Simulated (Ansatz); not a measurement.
BrClF2Sn (`[F][Sn]([F])([Cl])[Br]`) at its PBE0-D4/def2-TZVP geometry, where that method's forces vanish. Total charge 0; spin multiplicity 1. Sn: def2 effective core potential.

```xyz
5

F     0.2086   -1.4762    1.2059
Sn   -0.0214   -0.0429   -0.0029
F    -0.6988   -0.8376   -1.5770
Cl   -1.6010    1.3629    0.8348
Br    2.1127    0.9938   -0.4608
```

What forces (eV/Å) does PBE-D4/def2-TZVPP give on these atoms in Ansatz? (An estimate is asked.)

The calculation gave: 
```
F1   0.090 -0.561  0.474
Sn2  0.122  0.402  0.052
F3  -0.266 -0.311 -0.617
Cl4 -0.321  0.287  0.171
Br5  0.375  0.183 -0.080
```
